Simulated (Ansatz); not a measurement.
## Energy profile

The step: GeCl₂ + HCl → GeCl₂ + HCl; bonds formed: Ge1–Cl5, Cl2–H4; bonds broken: Ge1–Cl2, H4–Cl5 (atoms numbered as in the saddle structure below).

Ge1  (0.779, 0.989, 0.069)
Cl2  (0.663, -1.184, -1.107)
Cl3  (0.926, 0.194, 2.094)
H4  (-0.733, -0.565, -0.811)
Cl5  (-1.635, 0.566, -0.245)
(Å)

Electronic energies by CCSD(T) at an estimated basis limit (MP2 extrapolated from triple and quadruple zeta, plus CCSD(T) − MP2 in triple zeta), on PBE0-D4/def2-TZVP structures; GeHCl3, singlet; no counterpoise correction. Program: Ansatz 0.2.0. Basis: def2-TZVPP and def2-QZVPP. Cores are frozen in the correlated methods. Filled d shells of the heavier atoms are correlated. The def2 sets are not built for correlating such inner shells, so the correlated values are less sure here. Extrapolation: Hartree–Fock as exp(−7.88 √X), correlation as X^−2.97.

Problem. Give the profile in eV, counted from the separated reactants. (To be estimated.)

Solution. By the calculation:
```tsv
point	eV
separated: GeCl2 (linked as [Cl][Ge][Cl]; Ge1, Cl2, Cl3; singlet) + HCl (H4, Cl5; singlet)	0.000
start structure	-0.185
saddle	0.219
end structure	-0.185
separated: GeCl2 (linked as [Cl][Ge][Cl]; Ge1, Cl3, Cl5; singlet) + HCl (Cl2, H4; singlet)	0.000
```

No T1 diagnostic of these runs exceeds 0.013.

For scale, one of the runs: CCSD(T)/def2-TZVPP, 188 basis functions (an equivalent command: `ansatz run in.yaml --threads 4`). Hardware: 4 CPU threads, shared host. Wall time 14 s; peak host memory 2 GiB.
